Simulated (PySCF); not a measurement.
3,3,3-trifluoro-2-methylprop-1-ene (C₄H₅F₃), SMILES C=C(C)C(F)(F)F. Atoms are numbered in the order given.

```xyz
12

C     -1.4189     1.3995     0.0000
C     -0.1850     0.8940     0.0000
C      1.0774     1.6954     0.0000
C      0.0147    -0.5978     0.0000
F      0.7147    -0.9850    -1.0757
F      0.7147    -0.9850     1.0757
F     -1.1281    -1.2819     0.0000
H     -2.2986     0.7535     0.0000
H     -1.5784     2.4805     0.0000
H      1.6877     1.4581    -0.8854
H      0.8599     2.7712     0.0000
H      1.6877     1.4581     0.8854
```

Coordinates come from a PBE0-D3(BJ)/def2-SVP optimisation.

The numbers are results of PBE0-D3(BJ)/def2-SVP (PySCF), not measurements.

No scaling factor is applied to the harmonic values.

Question: List the normal modes with their intensities. (The exact figures need the calculation; the answer reports its results.)

Answer: 
```tsv
mode	ν (cm⁻¹)	IR (km/mol)	moving atoms (share of kinetic energy)
1	63	0.0	C 42 %, F 38 %, H 20 %
2	177	0.6	H 95 %
3	242	0.5	F 61 %, C 25 %, H 13 %
4	250	1.1	F 45 %, C 37 %, H 18 %
5	367	2.5	C 45 %, H 28 %, F 27 %
6	426	3.6	F 60 %, C 30 %, H 10 %
7	492	0.3	F 63 %, C 27 %, H 10 %
8	582	13.9	C 49 %, F 30 %, H 21 %
9	599	0.1	F 78 %, C 18 %
10	610	7.3	F 39 %, H 34 %, C 27 %
11	763	0.6	H 76 %, F 13 %, C 11 %
12	803	0.9	F 75 %, C 20 %
13	956	0.1	H 54 %, C 42 %
14	964	35.8	H 74 %, C 26 %
15	1006	13.0	H 68 %, C 30 %
16	1059	1.6	H 62 %, C 37 %
17	1189	135.9	C 62 %, H 24 %, F 14 %
18	1218	293.9	C 78 %, F 22 %
19	1257	252.4	C 79 %, F 20 %
20	1369	59.9	H 69 %, C 30 %
21	1418	31.9	C 66 %, H 32 %
22	1425	50.3	H 73 %, C 26 %
23	1444	8.1	H 97 %
24	1467	57.5	H 90 %, C 9 %
25	1770	4.4	C 92 %
26	3061	7.8	H 97 %
27	3146	2.9	H 91 %, C 9 %
28	3181	1.1	H 94 %
29	3183	5.5	H 90 %, C 10 %
30	3289	0.4	H 89 %, C 11 %
```
